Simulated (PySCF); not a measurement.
CS₂, triplet, geometry from GFN2-xTB (a higher spin typed on purpose: for a closed-shell molecule this is an excited state). Base run: M062X/3-21G (PySCF).

PySCF was given this input:
```python
from pyscf import gto, scf, dft

mol = gto.Mole()
mol.atom = '''
    S    -1.458793    0.087197    0.139066
    C    -0.017193   -0.124188   -0.584844
    S     1.465240   -0.040627    0.080250
'''
mol.basis = '3-21g'
mol.charge = 0
mol.spin = 2
mol.verbose = 4
mol.build()

mf = dft.UKS(mol)
mf.xc = 'm062x'
mf.kernel()
mf.analyze()
```

The base run was repeated with changes; each row names its change, and settings that it needs were set with it.

```json
[
 {"change": "base", "ΔE vs base (µEh)": "0.0", "grid points": "51880", "electrons on the grid": "38.00000"},
 {"change": "grids.radi_method = delley", "ΔE vs base (µEh)": "47.5", "grid points": "53560", "electrons on the grid": "38.00000"},
 {"change": "grids.level = 5", "ΔE vs base (µEh)": "49.5", "grid points": "129080", "electrons on the grid": "38.00000"},
 {"change": "grids.atom_grid = (50, 194)", "ΔE vs base (µEh)": "6497", "grid points": "19144", "electrons on the grid": "37.99999"},
 {"change": "grids.atom_grid = (75, 302)", "ΔE vs base (µEh)": "96.5", "grid points": "41424", "electrons on the grid": "38.00000"},
 {"change": "grids.prune = off", "ΔE vs base (µEh)": "0.1", "grid points": "92096", "electrons on the grid": "38.00000"},
 {"change": "small_rho_cutoff = 0", "ΔE vs base (µEh)": "0.0", "grid points": "51880", "electrons on the grid": "38.00000"},
 {"change": "grids.becke_scheme = stratmann", "ΔE vs base (µEh)": "3.0", "grid points": "51880", "electrons on the grid": "37.99999"},
 {"change": "grids.level = 1", "ΔE vs base (µEh)": "6793", "grid points": "17816", "electrons on the grid": "38.00000"},
 {"change": "grids.level = 4", "ΔE vs base (µEh)": "42.8", "grid points": "85992", "electrons on the grid": "38.00000"},
 {"change": "grids.atom_grid = (150, 974)", "ΔE vs base (µEh)": "52.0", "grid points": "225784", "electrons on the grid": "38.00000"}
]
```

Open shells are given as the SCF converged; they aren't shown to be the lowest states, and a large step between rows can be another state.
